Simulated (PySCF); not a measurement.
Compound: C₄H₉OSi (doublet state).
Structure used (GFN2-xTB), in Å, numbered top down from 1:
```xyz
15
C4H9OSi angstrom
C      2.2106   -0.1668    0.0445
C      1.2760    0.8688    0.6500
O      0.3021    0.2708    1.4671
Si    -1.0331   -0.5694    1.0843
C     -1.5295   -0.9355   -0.7000
C     -2.4039    0.1558    0.0036
H      2.6759   -0.7516    0.8337
H      1.6517   -0.8405   -0.6008
H      2.9855    0.3254   -0.5372
H      0.7895    1.4479   -0.1431
H      1.8331    1.5576    1.2936
H     -2.0731   -1.8249   -0.9869
H     -0.9328   -0.5714   -1.5303
H     -2.3150    1.1563   -0.4048
H     -3.4413   -0.1146    0.1374
```

The hyperfine couplings belong to this conformer and change with its torsions.

Identity: `CCO[Si]1CC1` [radical].

Computed with PySCF, UKS B3LYP, pcH-1 on C H O Si, non-relativistic, mean-field spin-orbit, GIAO. The structure is a single GFN2-xTB conformer in the gas phase; no vibrational or solvent corrections. The geometry wasn't refined by DFT: couplings that depend on bond lengths, twists or pyramidal angles can differ widely from those at the functional's own minimum, by a factor of two or more for some ions and for spin on atoms past the first row. The SCF solution wasn't tested for stability.

Principal values of hyperfine tensors in MHz (contact, dipolar and spin–orbit terms together), for some of the nuclei:

| atom | isotope | A1 | A2 | A3 |
| --- | --- | --- | --- | --- |
| Si4 | 29Si | -1028.31 | -836.53 | -832.65 |
| O3 | 17O | -106.65 | -85.27 | -84.55 |
| C6 | 13C | 31.17 | 31.76 | 71.55 |
| C2 | 13C | 14.62 | 14.65 | 22.55 |
| H12 | 1H | 2.08 | 3.69 | 14.33 |
| H15 | 1H | -9.56 | -6.33 | 6.78 |
| H11 | 1H | 0.08 | 1.15 | 5.05 |
| H13 | 1H | -7.48 | -2.57 | 4.36 |

Task: Split each tensor into its isotropic and traceless parts, and turn a_iso into mT with g = 2.0049.

Result: a_iso = (A1 + A2 + A3)/3, Ti = Ai − a_iso; 1 mT corresponds to 28.062 MHz. The tensors hold a spin–orbit part: the run splits a_iso into a_FC + a_SO, and T includes its anisotropic share.

```json
{"atom": "Si4", "a_iso (MHz)": "-899.17", "a_FC": "-899.68", "a_SO": "0.52", "a_iso (mT)": "-32.042", "T1": "-129.15", "T2": "62.63", "T3": "66.52"}
{"atom": "O3", "a_iso (MHz)": "-92.15", "a_FC": "-92.06", "a_SO": "-0.09", "a_iso (mT)": "-3.284", "T1": "-14.50", "T2": "6.89", "T3": "7.61"}
{"atom": "C6", "a_iso (MHz)": "44.83", "a_FC": "44.79", "a_SO": "0.03", "a_iso (mT)": "1.597", "T1": "-13.66", "T2": "-13.06", "T3": "26.72"}
{"atom": "C2", "a_iso (MHz)": "17.27", "a_FC": "17.27", "a_SO": "0.01", "a_iso (mT)": "0.616", "T1": "-2.65", "T2": "-2.62", "T3": "5.27"}
{"atom": "H12", "a_iso (MHz)": "6.70", "a_FC": "6.68", "a_SO": "0.02", "a_iso (mT)": "0.239", "T1": "-4.62", "T2": "-3.01", "T3": "7.63"}
{"atom": "H15", "a_iso (MHz)": "-3.04", "a_FC": "-3.06", "a_SO": "0.02", "a_iso (mT)": "-0.108", "T1": "-6.52", "T2": "-3.29", "T3": "9.81"}
{"atom": "H11", "a_iso (MHz)": "2.09", "a_FC": "2.09", "a_SO": "0.00", "a_iso (mT)": "0.075", "T1": "-2.01", "T2": "-0.95", "T3": "2.96"}
{"atom": "H13", "a_iso (MHz)": "-1.89", "a_FC": "-1.90", "a_SO": "0.00", "a_iso (mT)": "-0.068", "T1": "-5.59", "T2": "-0.67", "T3": "6.26"}
```

Task: What spin density at the nucleus of C6 lies behind its contact coupling (g_N = 1.40482)?

Result: a_FC = 800.24 MHz bohr³ × g_N × ρ(0)/(2S). With a_FC = 44.79 MHz and 2S = 1, ρ(0) = 0.03985 bohr⁻³.

Task: C5 (13C, g_N = 1.40482) isn't in the table. Its spin density at the nucleus is 0.01728 bohr⁻³. What is its contact coupling?

Result: By the same relation, a_FC = 19.42 MHz. Its full tensor has the principal values 10.68, 11.45, 36.26 MHz.

Task: Name the largest traceless tensor T of the table and describe it.

Result: Si4: -129.1, 62.6, 66.5 MHz (the dipolar term alone has -128.7, 62.2, 66.5), nearly axial, close to the ratio +1:+1:−2, the form that spin in one p orbital centred on that nucleus gives (the nuclear moment is negative).

Task: What first-order splitting does O3 cause when the field lies along A1, A2 or A3 of its tensor (g taken as isotropic, no quadrupole term)?

Result: 6 lines (I = 5/2), spaced by |A_i|/(g × 13.996): 3.80, 3.04, 3.01 mT along the axes of A1, A2 and A3.

The run took 47 s wall (grids of density and orbitals included) on one thread, Arm Neoverse V2 (aarch64), shared host with 192 logical CPUs at a one-minute load of 21, and the process peaked at 0.90 GiB of memory.
